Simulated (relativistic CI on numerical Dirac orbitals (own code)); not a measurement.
d1 to d9 in one octahedral field

Computed with a parametric ligand-field model without spin-orbit coupling, by exact diagonalisation: B = 560, C = 2700, 10Dq = 28300 cm⁻¹ (Oh; |10Dq|/B = 50.5) for every shell. Energies in cm⁻¹; the field energy is (0.6 n_e − 0.4 n_t2) × 10Dq of the ground term; g labels are left out.

```
Shell  Ground term  Electrons in e  Field energy  First spin-allowed bands  Lowest term of other spin
   d1          2T2           0.000        -11320                  2E 28300                           
   d2          3T1           0.010        -22361      3T2 26955, 3T1 34010                   1T2 8960
   d3          4A2           0.000        -33960      4T2 28300, 4T1 34544                   2E 12527
   d4          3T1           0.018        -44784       3E 25747, 3T1 26442                   1T2 7776
   d5          2T2           0.033        -55676      2A2 24977, 2T1 25164                  4T1 15718
   d6          1A1           0.026        -67172      1T1 26345, 1T2 34272                  3T1 20676
   d7           2E           1.018        -50440      2T1 26199, 2T2 26886                  4T1 15574
   d8          3A2           2.000        -33960      3T2 28300, 3T1 34544                    1E 9814
   d9           2E           3.000        -16980                 2T2 28300
```

Low spin: d4, d5, d6, d7; the other shells keep the spin of the free ion. Only d4 to d7 can choose; the field needed to pair spins is smallest for d6 and largest for d5, which loses most exchange energy. In the strong-field picture 10Dq must exceed about 6B + 5C = 16860 (d4), 7.5B + 5C = 17700 (d5), 2.5B + 4C = 12200 (d6) and 4B + 4C = 13040 (d7); mixing of terms shifts these bounds somewhat.
